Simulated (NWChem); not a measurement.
System: C3H8N, doublet; SMILES CC(C)[NH]

Excerpt of the output:

```
             Northwest Computational Chemistry Package (NWChem) 7.3.0
             --------------------------------------------------------

                             Geometry "geometry" -> ""
                             -------------------------

 Output coordinates in angstroms (scale by  1.889725989 to convert to a.u.)

  No.       Tag          Charge          X              Y              Z
 ---- ---------------- ---------- -------------- -------------- --------------
    1 C                    6.0000     0.59389800     1.28886600     0.10631700
    2 C                    6.0000    -0.11679500    -0.02801400    -0.27852000
    3 C                    6.0000     0.71519400    -1.26062800     0.08888200
    4 N                    7.0000    -1.43734000    -0.12420100     0.29171800
    5 H                    1.0000     1.59854100     1.34600000    -0.35903000
    6 H                    1.0000     0.72062600     1.34636000     1.20674700
    7 H                    1.0000     0.01149300     2.17432700    -0.22174500
    8 H                    1.0000    -0.23658800    -0.00575300    -1.39752700
    9 H                    1.0000     1.69922700    -1.25528000    -0.42150300
   10 H                    1.0000     0.88994800    -1.29001100     1.18404300
   11 H                    1.0000     0.17568400    -2.18632600    -0.19076000
   12 H                    1.0000    -1.91633000     0.76773800     0.04212700

 Effective nuclear repulsion energy (a.u.)     125.9175013173

  pbe96 is a nonlocal functional; adding pw91lda local functional.

                                 NWChem DFT Module
                                 -----------------

 Summary of "ao basis" -> "ao basis" (spherical)
 ------------------------------------------------------------------------------
       Tag                 Description            Shells   Functions and Types
 ---------------- ------------------------------  ------  ---------------------
 C                           6-31g*                  6       14   3s2p1d
 N                           6-31g*                  6       14   3s2p1d
 H                           6-31g*                  2        2   2s

 in cosmo_initialize ...

 solvent parameters
 solvname_short: unkn
 solvname_long:  unknown
 dielec:        7.6000

[...]

                                   COSMO solvation results
                                   -----------------------

                 gas phase energy =      -173.572961105606
                 sol phase energy =      -173.578868614263
 (electrostatic) solvation energy =         0.005907508656 (    3.71 kcal/mol)

                    DFT Final Alpha Molecular Orbital Analysis
                    ------------------------------------------

 Vector   15  Occ=1.000000D+00  E=-3.007910D-01
              MO Center=  2.4D-01,  3.0D-02, -4.3D-02, r^2= 3.3D+00
   Bfn.  Coefficient  Atom+Function         Bfn.  Coefficient  Atom+Function
  ----- ------------  ---------------      ----- ------------  ---------------
    32      0.317245   3 C  py               18     -0.257904   2 C  py
     4      0.255662   1 C  py               61      0.186858   7 H  s
    62      0.184250   7 H  s                69     -0.167598  11 H  s
    45     -0.164102   4 N  px               36      0.162800   3 C  py
    70     -0.160303  11 H  s                 3     -0.138199   1 C  px

 Vector   16  Occ=1.000000D+00  E=-2.345374D-01
              MO Center= -1.1D+00, -1.5D-01,  2.3D-01, r^2= 2.0D+00
   Bfn.  Coefficient  Atom+Function         Bfn.  Coefficient  Atom+Function
  ----- ------------  ---------------      ----- ------------  ---------------
    46      0.377759   4 N  py               48     -0.328584   4 N  s
    50      0.261809   4 N  py               47     -0.242875   4 N  pz
    51     -0.179952   4 N  pz               45      0.177953   4 N  px
    34      0.173993   3 C  s                18     -0.156789   2 C  py
    49      0.149115   4 N  px               71      0.145309  12 H  s

 Vector   17  Occ=1.000000D+00  E=-2.108396D-01
              MO Center= -1.0D+00,  3.6D-03,  7.4D-02, r^2= 1.8D+00
   Bfn.  Coefficient  Atom+Function         Bfn.  Coefficient  Atom+Function
  ----- ------------  ---------------      ----- ------------  ---------------
    47      0.488590   4 N  pz               51      0.379068   4 N  pz
    46      0.238422   4 N  py               64      0.216028   8 H  s
    45      0.191195   4 N  px               50      0.189994   4 N  py
     6     -0.178480   1 C  s                63      0.168740   8 H  s
    49      0.160553   4 N  px               19     -0.152480   2 C  pz

 Vector   18  Occ=0.000000D+00  E= 5.966825D-02
              MO Center= -1.9D-01,  4.9D-01, -3.4D-01, r^2= 5.5D+00
   Bfn.  Coefficient  Atom+Function         Bfn.  Coefficient  Atom+Function
  ----- ------------  ---------------      ----- ------------  ---------------
     6      0.874747   1 C  s                72     -0.832852  12 H  s
    20      0.771329   2 C  s                64     -0.735378   8 H  s
    34      0.728532   3 C  s                62     -0.652838   7 H  s
    66     -0.604948   9 H  s                58     -0.579917   5 H  s
    48      0.560757   4 N  s                 8      0.451779   1 C  py

 Vector   19  Occ=0.000000D+00  E= 1.057686D-01
              MO Center=  1.4D-01, -7.5D-02,  6.1D-01, r^2= 5.5D+00
   Bfn.  Coefficient  Atom+Function         Bfn.  Coefficient  Atom+Function
  ----- ------------  ---------------      ----- ------------  ---------------
    34      1.202541   3 C  s                68     -1.091965  10 H  s
    60     -0.972294   6 H  s                 6      0.916205   1 C  s
    72      0.738075  12 H  s                48     -0.726177   4 N  s
    70     -0.570228  11 H  s                37      0.431316   3 C  pz
     9      0.405373   1 C  pz               64      0.344159   8 H  s

[...]
```

Level: PBE/6-31G* (spherical d), spin-unrestricted, COSMO on the gas-phase geometry. Geometry: optimised at PBE-D3(BJ)/def2-SVP, spin-unrestricted. No frequency run checked for a minimum. No stability test was run on the SCF state. COSMO prints the solvation energy as gas minus solution, so a positive value is a stabilisation.

Q: Which NWChem input produces such a log?

A: Several could match; the one computed here: the input that was run:
```
start job
memory heap 200 mb stack 900 mb global 1100 mb
geometry units angstroms noautosym nocenter noautoz
  C      0.593898     1.288866     0.106317
  C     -0.116795    -0.028014    -0.278520
  C      0.715194    -1.260628     0.088882
  N     -1.437340    -0.124201     0.291718
  H      1.598541     1.346000    -0.359030
  H      0.720626     1.346360     1.206747
  H      0.011493     2.174327    -0.221745
  H     -0.236588    -0.005753    -1.397527
  H      1.699227    -1.255280    -0.421503
  H      0.889948    -1.290011     1.184043
  H      0.175684    -2.186326    -0.190760
  H     -1.916330     0.767738     0.042127
end
basis spherical
  * library 6-31g*
end
dft
  odft
  mult 2
  xc xpbe96 cpbe96
  iterations 150
end
cosmo
  dielec 7.6
end
task dft energy
```
